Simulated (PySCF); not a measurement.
Molecule: SMILES c1c(ccc(c1)B)C(F)(F)F. Atoms near the plane z = 1.0 Å, at the GFN2-xTB optimised geometry (x, y, z in Å): B1 (-1.5, -2.5, 0.0), C2 (-0.7, -1.2, 0.0), C3 (-1.4, 0.1, 0.0), C4 (-0.7, 1.3, 0.0), C5 (0.7, 1.2, 0.0), C6 (1.5, 2.5, 0.0), F8 (2.7, 2.4, 0.6), F9 (0.9, 3.5, 0.6), C10 (1.4, 0.0, 0.0), C11 (0.7, -1.2, 0.0), H12 (-1.0, -3.5, 0.0), H13 (-2.7, -2.5, 0.0), H14 (-2.5, 0.1, 0.0), H15 (-1.2, 2.2, 0.0), H16 (2.5, 0.0, 0.0), H17 (1.2, -2.1, 0.0).

Method: PBE0/def2-SVP run with PySCF. The values are rescaled to run from 0 to 1.

```
|+++++++++++++++++++++++++|
|+++++++++++++++++++++++++|
|+++++++++++++++++++++++++|
|+++++++++++++++++++++++++|
|+++++++++++++++++++++++++|
|++++++++++++==-=+++++++++|
|+++++++++++++=-===+++++++|
|++++++++++++++++=-+++++++|
|++++++++++**###*+-=++++++|
|++++++++++*#%@@#++=++++++|
|++++++===+*#%@@%*++++++++|
|++++++===-=+*#%%*++++++++|
|+++++===-::-=*##*++++++++|
|+++++===-:..-=+*+++++++++|
|+++++===-.  .:-=+++++++++|
|+++++===-:  .:-==++++++++|
|+++++===-:.::--==++++++++|
|+++++===-::--====++++++++|
|+++++====--=====+++++++++|
|++++++========+++++++++++|
|+++++++======++++++++++++|
|+++++++++=+++++++++++++++|
|+++++++++++++++++++++++++|
|+++++++++++++++++++++++++|
|+++++++++++++++++++++++++|
```
Scale: ten equal steps from 0.000 (start of ' ') to 1.00 (end of '@'), in the order ' .:-=+*#%@'; x runs from -6.00 to 6.00, y from -6.00 (bottom) to 6.00 (top).

**Question.** Which quantity is mapped?
(A) log10 of the electron density
(B) an orbital amplitude
(C) electrostatic potential
(D) electron localisation function

**Answer.** B, an orbital amplitude. In full: HOMO−1 amplitude (bohr^(-3/2)).
